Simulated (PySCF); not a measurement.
## [Lu(HCN)]3+ relaxed at several levels

Computed with PySCF 2.14.0, def2-SVP on the ligands, density fitting, scalar-relativistic core potentials, no spin-orbit coupling, vacuum. Each row is relaxed at its own level from the same template. Distances are means of the shortest metal–ligand contacts, charges and spins Mulliken's; removal energies are rigid, with the ligand's formal charge and no counterpoise, so too large; for an anion taken off a cation in vacuum most of it is the attraction of opposite charges, and multiply charged cations can part far more cheaply with an electron moved from ligand to metal. lcecp potentials hold a fixed number of 4f electrons in the core, out of states, spins and gaps.

| level | basis on the metal | point group | M–HCN (Å) | charge on M (e) | HOMO–LUMO gap (eV) | removal of one HCN (eV) | strongest infrared band, degenerate modes summed (cm⁻¹) | unstable modes (below −25 cm⁻¹) |
| --- | --- | --- | --- | --- | --- | --- | --- | --- |
| BP86 | lcecp-1-SVP with ECP60 | C∞v | 2.150 | 2.40 | – | 6.34 | 2041 | 0 |
| PBE0 | def2-SVP with ECP28 | C∞v | 2.106 | 2.55 | 7.49 | 6.48 | 2134 | 0 |

Problem. What does the calculation give for PBE0, lcecp-1-SVP with ECP60?

Solution. point group: C∞v, M–HCN (Å): 2.145, charge on M (e): 2.46, removal of one HCN (eV): 6.26, strongest infrared band, degenerate modes summed (cm⁻¹): 2141, unstable modes (below −25 cm⁻¹): 0.
```xyz
4

Lu    0.0000    0.0000   -0.1974
N     0.0000    0.0000    1.9473
C     0.0000    0.0000    3.1142
H     0.0000    0.0000    4.2326
```

One start shape was tried for each, so a minimum needn't be the lowest isomer.
